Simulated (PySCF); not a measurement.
# Ionisation energy of Er⁶⁴⁺ by level of theory

Er⁶⁴⁺ [He] 2s2 (1S) → Er⁶⁵⁺ [He] 2s1 (2S), as a difference of total energies. All numbers are calculated (PySCF 2.14, scalar relativity by spin-free X2C-1e, in an uncontracted even-tempered set (18 s from 43 bohr⁻², ratio 2.2; 8 p from 65 bohr⁻², ratio 2.4; 5 d from 200 bohr⁻², ratio 2.4; 5 f from 290 bohr⁻², ratio 2.4; 4 g from 440 bohr⁻², ratio 2.4)). Correlated levels: nothing frozen; virtual orbitals above 40 to 60 times the deepest correlated orbital energy dropped. The calculations carry no spin-orbit coupling.

```tsv
method	ionisation energy (eV)
UHF	15991.8
LDA	15983.2
PBE	15999.7
PBE0	15998.1
r2SCAN	15989.1
B97-3	15995.9
TPSS	15998.3
MP2 (all electrons)	15996.9
SCS-MP2 (all electrons)	15997.8
```

Q: How much does correlation contribute at MP2 (all electrons)?

A: 15996.9 − (15991.8) = 5.1 eV, measured against UHF.

For this ion Breit and QED terms and the two-electron picture change, all absent here, outweigh the differences among the correlated methods.

For comparison: 15971 ± 24 eV (theoretical estimate listed by NIST; NIST Atomic Spectra Database, ionization energies).
